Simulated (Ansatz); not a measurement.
One change: `[CH3][Al]([CH3])[TeH]` becomes `[CH3][Al]([CH3])[CH2]Cl`.

Ansatz, PBE0-D4/def2-TZVP geometries, multiplicity 1. Each molecule was computed in one conformer, which needn't be the lowest.

Elements past krypton have def2 core potentials.

```json
{"property": "HOMO energy (ωB97M-V/def2-TZVPP) / eV", "`[CH3][Al]([CH3])[TeH]`": "-8.57"}
{"property": "HOMO–LUMO gap (PBE/def2-TZVPP) / eV", "`[CH3][Al]([CH3])[TeH]`": "4.06"}
{"property": "HOMO energy (B3LYP/def2-TZVPP) / eV", "`[CH3][Al]([CH3])[TeH]`": "-6.31"}
{"property": "LUMO energy (B3LYP/def2-TZVPP) / eV", "`[CH3][Al]([CH3])[TeH]`": "-0.94"}
{"property": "size of the dipole moment (PBE/def2-TZVPP) / D", "`[CH3][Al]([CH3])[TeH]`": "1.43"}
{"property": "HOMO–LUMO gap (ωB97M-V/def2-TZVPP) / eV", "`[CH3][Al]([CH3])[TeH]`": "9.41"}
```

What does the change do to each property? (Estimate.)

The calculation gave: 
```
                                      property  `[CH3][Al]([CH3])[CH2]Cl`  shift
         HOMO energy (ωB97M-V/def2-TZVPP) / eV                      -9.86  -1.29
           HOMO–LUMO gap (PBE/def2-TZVPP) / eV                       5.11   1.05
           HOMO energy (B3LYP/def2-TZVPP) / eV                      -7.41  -1.10
           LUMO energy (B3LYP/def2-TZVPP) / eV                      -0.54   0.40
size of the dipole moment (PBE/def2-TZVPP) / D                       1.08  -0.35
       HOMO–LUMO gap (ωB97M-V/def2-TZVPP) / eV                      11.17   1.76
```

With PBE0 the HOMO falls by 1.08 eV and the LUMO rises by 0.49 eV, so the gap widens by about 1.57 eV. PBE moves the HOMO by -0.78 eV and ωB97M-V by -1.29 eV. Dipoles are sizes alone; their direction can turn.

B3LYP here is the variant with VWN-RPA as its local correlation; programs differ in this.

Spin–orbit coupling is left out; it splits and shifts lone-pair levels of the heavy atoms by tenths of an eV.
